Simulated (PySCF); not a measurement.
## MnO₃: double against triple zeta

Base calculation in PySCF with density fitting and no spin–orbit coupling, PBE0/def2-SVP (no relativity): doublet, C3v, Mn–O 1.552 Å (×3); O–Mn–O 119.3° (×3); wavenumbers 71, 365 (×2), 907, 989 (×2) cm⁻¹; dipole moment 0.74 D, polar-tensor charge of Mn 1.25 e, atomisation energy (no zero-point energy) 1058 kJ/mol.

Q: What changes on going to PBE0/def2-TZVP (no relativity)?

A: The point group becomes D3h. Changes: mean bond to Mn +0.012 Å, smallest bond angle +0.7 degrees, highest wavenumber -54 cm⁻¹, lowest wavenumber +28 cm⁻¹, dipole moment -0.74 D, polar-tensor charge of Mn -0.08 e, atomisation energy (no zero-point energy) +17 kJ/mol. The new structure has Mn–O 1.564 Å (×3), with wavenumbers 99, 354 (×2), 869, 935 (×2) cm⁻¹.

Some spin contamination: MnO₃ (⟨S²⟩ 0.97). Open d or f shells are single determinants, so the state found may not be the ground state. The structures come from searches over a few start shapes, so lower isomers are not excluded.
